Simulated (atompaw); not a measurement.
**PBE PAW (atompaw) dataset for beryllium, scalar-relativistic all-electron reference.**

Be, PAW, made with atompaw 4.2.0.5 (PBE, scalar-relativistic). Core none, reference 1s2 2s0 2p0 (charge +2). Waves: 1s (bound); 2s (bound, empty); 2p (bound, empty); 2p channel at 0.1 Ry; 3d channel at -0.1 Ry; 3d channel at 1.35 Ry. Local part: ultrasoft scheme with l = 3 at 0 Ry, radius 2.70 bohr. Core correction: none. Augmentation charge: sinc compensation charge, radius 3.00 bohr; PAW radius 3.00 bohr; waves and projectors: bloechl.

Q: Does the generator finish with these settings?

A: Yes, a potential is produced.

Q: Estimate the cutoffs (Ry, on a coarse ladder) from which the occupation-weighted sum of valence levels, in a spherical-Bessel basis at the reference potential, stays within 10 and 1 mRy of its value at 400 Ry.

A: 12 Ry and 18 Ry. The cutoffs count occupied waves only; the empty 2s level needs 18 Ry at the loose tolerance.

Q: Does the potential have ghost states?

A: No extra level below or beside the all-electron valence levels (s, p, d, f tested).

Q: Is the overlap operator S = 1 + Σ q|β⟩⟨β| positive definite (Bessel basis up to 400 Ry)?

A: Yes: its lowest eigenvalue is 1.00 (s channel).
